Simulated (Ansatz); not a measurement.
`Sc1ccc(Sc2ccccc2)cc1` with charge -1. Charge -1, multiplicity 2. Geometry PBE-D4/def2-SVP; atoms count from 1.

```xyz
24

S    -0.6620   -5.1096   -0.6311
C    -0.1529   -3.4299   -0.7772
C     0.5241   -2.7631    0.2948
C     0.9779   -1.4573    0.1708
C     0.7783   -0.7200   -1.0499
S     1.3325    0.9349   -1.2269
C     0.3779    1.9009   -0.0481
C     0.8395    3.1958    0.2891
C     0.1757    3.9652    1.2516
C    -0.9517    3.4458    1.9298
C    -1.3968    2.1489    1.6095
C    -0.7539    1.3792    0.6315
C     0.1008   -1.3838   -2.1243
C    -0.3327   -2.6971   -2.0015
H     0.4560   -5.8241   -1.1192
H     0.6898   -3.3158    1.2344
H     1.4957   -0.9685    1.0114
H     1.7308    3.5975   -0.2233
H     0.5333    4.9849    1.4751
H    -1.4627    4.0404    2.7034
H    -2.2752    1.7289    2.1285
H    -1.1096    0.3693    0.3764
H    -0.0731   -0.8289   -3.0611
H    -0.8415   -3.1936   -2.8436
```

The highest occupied level of the relaxed charge -1 doublet lies above zero (up to 1.05 eV). Energy differences put its binding near zero (0.00 eV; each at its own geometry, against the charge 0 singlet, at PBE0-D4/def2-TZVP), which leaves it undecided.

(1) Estimate the Mulliken populations from the PBE0/def2-TZVP orbitals of Ansatz.

(2) Where does the spin sit?

(3) And the Mayer bond orders between heavy atoms (over 0.3)?

Answers

(1) 
| atom | charge (e) | spin (α − β) |
| --- | --- | --- |
| S1 | -0.37 | -0.01 |
| C2 | 0.10 | 0.31 |
| C3 | -0.16 | -0.01 |
| C4 | -0.25 | 0.10 |
| C5 | 0.12 | 0.28 |
| S6 | -0.18 | 0.01 |
| C7 | 0.14 | 0.07 |
| C8 | -0.22 | 0.00 |
| C9 | -0.11 | 0.01 |
| C10 | -0.15 | 0.03 |
| C11 | -0.13 | -0.01 |
| C12 | -0.20 | 0.02 |
| C13 | -0.20 | 0.03 |
| C14 | -0.21 | 0.07 |
| H15 | 0.05 | 0.12 |
| H16 | 0.07 | 0.00 |
| H17 | 0.08 | -0.01 |
| H18 | 0.08 | 0.01 |
| H19 | 0.08 | 0.00 |
| H20 | 0.08 | 0.00 |
| H21 | 0.09 | 0.00 |
| H22 | 0.17 | 0.00 |
| H23 | 0.06 | 0.00 |
| H24 | 0.06 | -0.01 |
Mulliken values depend strongly on the basis.

(2) Summed by element: S 0.00, C 0.90, H 0.10, of 1 unpaired in all. Largest on single atoms: C2 0.31, C5 0.28, H15 0.12.

(3) S1–C2 0.94 (1.76 Å); C2–C3 1.20 (1.43 Å); C2–C14 1.17 (1.44 Å); C3–C4 1.55 (1.39 Å); C4–C5 1.14 (1.44 Å); C5–S6 0.99 (1.75 Å); C5–C13 1.21 (1.43 Å); S6–C7 1.03 (1.80 Å); C7–C8 1.32 (1.42 Å); C7–C12 1.35 (1.42 Å); C8–C9 1.45 (1.40 Å); C9–C10 1.38 (1.41 Å); C10–C11 1.40 (1.41 Å); C11–C12 1.43 (1.40 Å); C13–C14 1.57 (1.39 Å).
